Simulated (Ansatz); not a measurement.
Basis-set extrapolation for H9NOSi3, SMILES `O[SiH]([SiH3])N[SiH3]` (PBE0-D4/def2-TZVP geometry, frozen core, Ansatz). Multiplicity 1, RHF reference.

|  | def2-TZVPP | def2-QZVPP |
| --- | --- | --- |
| HF | -1001.543560 | -1001.577871 |
| MP2 correlation | -0.830915 | -0.894186 |
| CCSD(T) correlation | -0.926725 | not run |

Energies in hartree. Use E(X) = E(∞) + A·exp(−7.88·√X) for Hartree–Fock and E(X) = E(∞) + B·X^(−2.97) for correlation, with X = 3 and 4, and add CCSD(T) minus MP2 of the smaller set to the MP2 limit.

Question: What is the CCSD(T) energy at the basis-set limit?

Answer: HF limit: -1001.577871 + (-0.034311) × 0.13774 = -1001.58260. MP2 limit: -0.894186 + (-0.063271) × 0.74074 = -0.94105. Higher-order term: -0.926725 − (-0.830915) = -0.09581. Total: -1002.61946 hartree, 93.6 kcal/mol below CCSD(T)/def2-TZVPP.
